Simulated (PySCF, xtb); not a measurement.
C2H6B, SMILES C[B]C, multiplicity 2.

Harmonic wavenumbers (cm⁻¹) from GFN2-xTB (xtb) at its own minimum, in rising order: 90, 95, 281, 681, 706, 819, 830, 1010, 1154, 1368, 1374, 1466, 1466, 1490, 1491, 2934, 2941, 2973, 2973, 3001, 3002.

### Question
What does PBE0-D3(BJ)/def2-TZVP (PySCF) give at its own minimum? (An estimate is asked for; the answer gives what the named calculation found.)

### Answer
112, 123, 295, 621, 673, 798, 814, 1011, 1174, 1296, 1328, 1411, 1413, 1449, 1450, 2995, 2998, 3057, 3057, 3123, 3123. Paired by order, the mean absolute difference is 50 cm⁻¹ and the zero-point energies are 46.0 and 46.2 kcal/mol.
